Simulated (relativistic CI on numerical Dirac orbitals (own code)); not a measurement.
**Electric-dipole transitions in Pr43+**

Method of calculation: Dirac-Coulomb-Breit CI, separate exchange-only KLI orbitals for each configuration, a model potential for QED, unscaled Slater integrals (own radial code, finite nucleus).

Configuration list (outside the closed core [Ne]): 3s²3p⁴, 3s3p⁵, 3s²3p³3d, 3p⁶, 3s3p⁴3d, 3p⁵3d, 3s3p³3d², 3s²3p²3d4p, 3p⁵4s, 3s3p³3d4s, 3p⁵4p, 3s²3p³4s, 3s²3p³4p, 3p⁴3d4p, 3s²3p³4d, 3s3p⁴4s, 3s²3p³4f, 3s3p⁴4p, 3s3p⁴4d, 3s3p⁴4f, 3s²3p³5s, 3s²3p³5p, 3s²3p²4s4p, 3s²3p³5d, 3s²3p³5f, 3s²3p³5g, 3s3p³4s², 3s3p⁴5s, 3s²3p²3d², 3s²3p3d³, 3s3p²3d³, 3s²3p3d²4s, 3s²3p3d²4p, 3s²3p3d²4d, 3p⁴3d², 3p³3d³, 3p³3d²4s, 3p³3d²4p, 3p³3d²4d, 3s²3p²3d4s, 3s3p²3d²4s, 3s²3p3d4s², 3s²3p3d4s4p, 3s²3p3d4s4d, 3p⁴3d4s, 3p³3d4s², 3p³3d4s4p, 3p³3d4s4d, 3s²3p²4s², 3s3p²3d4s², 3s²3p4s²4p, 3s²3p4s²4d, 3s²3p²4p², 3s²3p3d4p², 3s3p²3d4p², 3s²3p4s4p², 3s²3p4p³, 3s²3p4p²4d, 3s3p³4s4p, 3s3p²3d4s4p, 3s3p²4s²4p, 3s3p²4s4p², 3s3p²4s4p4d. Double excitations out of closed p, d and f shells are left out; levels of such configurations are missing from the list, as are those of other unlisted configurations, and high levels can miss mixing partners. These lack a partner that the ground configuration has and come out too high: 3s²3p³4f, 3s3p⁴4p, 3s3p⁴4d, 3s3p⁴4f, 3s²3p³5s.

```
λ vac (Å)               Lower                Upper   A (s⁻¹)        gf  Branching (%)
   37.045   3s²3p³3d ³F°2 [5]   3s²3p²3d² ³D1 [95]  9.81e+11  6.06e-01           62.2
   37.187  3s²3p³3d ³D°3 [11]  3s²3p²3d² ³P2 [132]  6.38e+11  6.61e-01           62.7
   37.457   3s²3p³3d ³F°4 [9]  3s²3p²3d² ⁵P3 [116]  1.08e+12  1.59e+00           94.1
   37.565   3s²3p³3d ³F°3 [8]   3s²3p²3d² ³F3 [97]  1.32e+12  1.95e+00           89.5
   37.573   3s²3p³3d ³F°3 [8]   3s²3p²3d² ⁵D2 [96]  1.11e+12  1.17e+00           84.3
   37.619  3s²3p³3d ⁵D°4 [23]  3s²3p²3d² ³D3 [205]  9.60e+11  1.43e+00           80.3
   37.668  3s²3p³3d ³G°4 [20]  3s²3p²3d² ³F4 [185]  5.48e+11  1.05e+00           42.6
   37.782   3s²3p³3d ³F°2 [5]   3s²3p²3d² ³P2 [92]  6.07e+11  6.49e-01           66.0
   37.993  3s²3p³3d ³D°3 [22]  3s²3p²3d² ³P2 [198]  9.33e+11  1.01e+00           77.4
   37.996      3s²3p⁴ ³P2 [1]   3s²3p³3d ³S°1 [30]  1.08e+12  6.99e-01           99.9
   38.068  3s²3p³3d ³P°2 [10]  3s²3p²3d² ³F2 [112]  6.33e+11  6.87e-01           82.9
   38.358      3s²3p⁴ ³P2 [1]   3s²3p³3d ³P°2 [28]  1.06e+12  1.16e+00           99.3
   38.390   3s²3p³3d ³F°4 [9]  3s²3p²3d² ⁵D4 [108]  1.06e+12  2.11e+00           97.1
   38.449  3s²3p³3d ³D°3 [11]  3s²3p²3d² ³D3 [124]  6.35e+11  9.86e-01           65.1
   38.512      3s²3p⁴ ¹S0 [2]   3s²3p³3d ³D°1 [31]  9.83e+11  6.56e-01           84.0
   38.624      3s²3p⁴ ³P1 [3]   3s²3p³3d ³P°1 [55]  6.47e+11  4.34e-01           59.1
   38.661      3s²3p⁴ ³P2 [1]   3s²3p³3d ³D°3 [25]  8.26e+11  1.30e+00           99.9
   39.414      3s²3p⁴ ¹D2 [4]   3s²3p³3d ¹F°3 [57]  7.22e+11  1.18e+00          100.0
   39.676   3s²3p³3d ³F°4 [9]  3s²3p²3d² ⁵F5 [101]  3.87e+11  1.00e+00           93.4
   39.684  3s²3p³3d ³F°4 [27]  3s²3p²3d² ³G5 [195]  4.71e+11  1.22e+00           80.5
   40.287  3s²3p³3d ³G°5 [29]  3s²3p²3d² ³G5 [190]  5.16e+11  1.38e+00           71.9
   41.482   3s²3p³3d ³F°2 [5]   3s²3p²3d² ⁵G3 [74]  2.98e+11  5.38e-01           86.5
   46.541      3s²3p⁴ ¹D2 [4]      3s3p⁵ ¹P°1 [42]  6.77e+11  6.59e-01           98.0
   49.701      3s²3p⁴ ³P2 [1]      3s3p⁵ ³P°2 [14]  1.91e+11  3.53e-01           93.2
   49.941  3s²3p³3d ⁵D°4 [23]    3s3p⁴3d ⁵D4 [135]  3.26e+11  1.10e+00           72.7
   51.075      3s²3p⁴ ³P1 [3]   3s²3p³3d ¹D°2 [38]  2.77e+11  5.41e-01           53.3
   52.750      3s²3p⁴ ¹D2 [4]   3s²3p³3d ¹D°2 [38]  2.40e+11  5.00e-01           46.2
   53.942  3s²3p³3d ³G°4 [20]  3s²3p²3d² ³H5 [107]  2.62e+11  1.26e+00           96.8
   54.218      3s²3p⁴ ¹D2 [4]   3s²3p³3d ¹F°3 [36]  2.39e+11  7.36e-01           91.4
   55.227      3s²3p⁴ ³P2 [1]   3s²3p³3d ³D°3 [11]  1.77e+11  5.66e-01          100.0
```

Terms are leading LS components. Brackets give the number of a level in order of energy, since labels repeat. The list gives strong lines, with weight on those to low levels, without lines whose two gauges differ by over a factor of 2.5, among the lowest 400 of 10362 levels, so that lines to higher ones, which can be the strongest, are missing. Levels whose partners in the same complex of configurations lie outside the list can be far off, and so can their lines. Rates are taken at the computed energies, electric ones in the length gauge.

At this charge energies of transitions that change n are usually good to better than 1 %, and those within a shell (Δn = 0) to a few per cent.

LS names give the leading component of a level, which can be under half, so a name can repeat, a term be missing and a line seem to break the LS rules.
